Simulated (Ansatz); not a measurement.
C$_{2}$H$_{4}$FGeN (`N#C[CH2][GeH2][F]`), one more setting.

```yaml
crystal:
  periodic: [false, false, false]
  atoms:
    - {symbol: N, position_ang: [1.390995, -2.231531, 0.866849]}
    - {symbol: C, position_ang: [1.184368, -1.187079, 0.429794]}
    - {symbol: C, position_ang: [0.853586, 0.109033, -0.107655]}
    - {symbol: Ge, position_ang: [-1.098412, 0.378269, -0.092822]}
    - {symbol: F, position_ang: [-1.300291, 1.968326, -0.771453]}
    - {symbol: H, position_ang: [1.208092, 0.197403, -1.136651]}
    - {symbol: H, position_ang: [1.317472, 0.898622, 0.487034]}
    - {symbol: H, position_ang: [-1.813322, -0.603130, -1.025101]}
    - {symbol: H, position_ang: [-1.653986, 0.423787, 1.332904]}
basis:
  gaussian: {orbitals: aug-cc-pVDZ}
hamiltonian: {xc: {name: LC-wPBE}}
```

```sh
$ ansatz run in.yaml --threads 4 --pin off --events-out ev --progress --plain --max-ram 10444MiB
```

Shortened log:

```
Functional definition: LC-wPBE
1569 factors; their error is unknown
787 factors; integrals over basis functions are off by at most 1.0e-5 eV
mean field evaluation 1: about -62847.6248 eV, gradient 5.2e1 eV
mean field evaluation 2: about -62847.6322 eV, gradient 5.7e1 eV
mean field evaluation 4: about -62853.1674 eV, gradient 2.5e0 eV
mean field evaluation 8: about -62853.1837 eV, gradient 5.8e-2 eV
mean field evaluation 16: about -62853.1317 eV, gradient 2.7e-5 eV
mean field -62853.13165173 eV, -2309.8099848182 hartree, gradient 2.7e-5 eV, S^2 0.000000; 0 other end points of the search recorded, 0 dependent functions left out
reference -62853.13165174 eV, -2309.8099848185 hartree; 32, 32 occupied and 132, 132 virtual orbitals, 1569 factors
Total energy: -62853.13165174 eV, -2309.8099848185 hartree
```

Hardware: 4 threads of an Arm Neoverse V1 on a shared host. Wall time 2.6 s, peak host memory 0.39 GiB.
